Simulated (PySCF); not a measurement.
Compound: C8H16.
Atom-mapped SMILES: `[CH3:1][CH:2]([CH3:3])[CH:4]1[CH2:5][CH2:6][CH2:7][CH2:8]1` (hydrogens: H9, H10, H11 on C1; H12 on C2; H13, H14, H15 on C3; H16 on C4; H17, H18 on C5; H19, H20 on C6; H21, H22 on C7; H23, H24 on C8)

Level: PBE0/pcSseg-1 in PySCF, non-relativistic, on one gas-phase PBE0-D3(BJ)/def2-SVP geometry that isn't relaxed in the solvent. The solvent is an IEF-PCM continuum (cavity from Bondi-type radii × 1.2). The model holds no explicit solvent molecules, cavitation or dispersion.

Gas phase at PBE0/pcSseg-1: HOMO -8.49 eV, LUMO 1.38 eV, dipole 0.06 D.

Task: What does the continuum do to the energy, the frontier levels and the dipole at PBE0/pcSseg-1 in chloroform and tetrahydrofuran?

Result: 
| solvent | ε | E(solvent) − E(gas) (kJ/mol) | polarisation term (kJ/mol) | distortion of the solute (kJ/mol) | HOMO (eV) | LUMO (eV) | dipole (D) |
| --- | --- | --- | --- | --- | --- | --- | --- |
| chloroform | 4.711 | -2.00 | -2.04 | 0.04 | -8.39 | 1.49 | 0.06 |
| tetrahydrofuran | 7.426 | -2.30 | -2.36 | 0.06 | -8.38 | 1.50 | 0.06 |

The first energy column is the sum of the next two and covers electrostatics alone. From chloroform to tetrahydrofuran the lowering changes by a factor 1.15, Onsager's factor (ε − 1)/(2ε + 1) by 1.14 and ε itself by 1.6.
